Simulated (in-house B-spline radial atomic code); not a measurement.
**B97-1 excitations of K⁺**

Method: B97-1. Computed with a B-spline radial code for spherical atoms: linear response of the closed shell [Ne] 3s2 3p6 with the functional's adiabatic kernel; scalar-relativistic (spin-free one-electron X2C), finite nucleus, no spin-orbit coupling, no double excitations, S, P, D and F terms only. Only terms of natural parity with L up to 3 were computed.

Command:
```bash
python run_td.py task.json out
```
Settings (radii: box in bohr, nucleus in fm):
```
Z                        19
electrons                18
configuration            [Ne] 3s2 3p6
hamiltonian              x2c
method                   b97_1
box_radius               41.61
rms_radius               3.4349
intervals                75
```

Time taken, with all properties: 1.3 s on 1 thread of Arm Neoverse N1, with other jobs on the host.

The lowest states, in the order of their Tamm-Dancoff energies; the method's threshold (minus the highest occupied level) is 26.496 eV. Labels give the largest channel, * marks a mixed state, and oscillator strengths are full-response dipole values. Semilocal kernels can invert the small singlet-triplet splittings of Rydberg terms. Energies in eV:

```tsv
state	full response	Tamm-Dancoff	oscillator strength
3p → 4s 3P	19.186	19.199	-
3p → 4s 1P	19.450	19.457	0.381
3p → 3d 3P	?	?	-
3p → 3d 3F	20.473	20.568	-
3p → 4p 3S	21.373	21.392	-
3p → 3d 1F	21.582	21.587	-
3p → 4p 3D	21.701	21.711	-
3p → 4p 1D	?	?	-
3p → 4p 1S	22.584	22.659	-
3p → 3d 1P	23.609	23.720	0.919
```

(1) Where does 3p → 4p 1D lie?

(2) Where does 3p → 3d 3P lie?

(3) How large is the singlet-triplet splitting of 3p → 4s (P terms) in Tamm-Dancoff?

(4) What polarisabilities and dispersion coefficient does the method give?

Results:

(1) At 21.887 eV in full response, 21.889 eV in Tamm-Dancoff.

(2) At 20.262 eV in full response, 20.325 eV in Tamm-Dancoff.

(3) 0.258 eV, from the unrounded values.

(4) Dipole 5.633 bohr³, quadrupole 17.5 bohr⁵, C6 24.11 hartree·bohr⁶ for two such species.
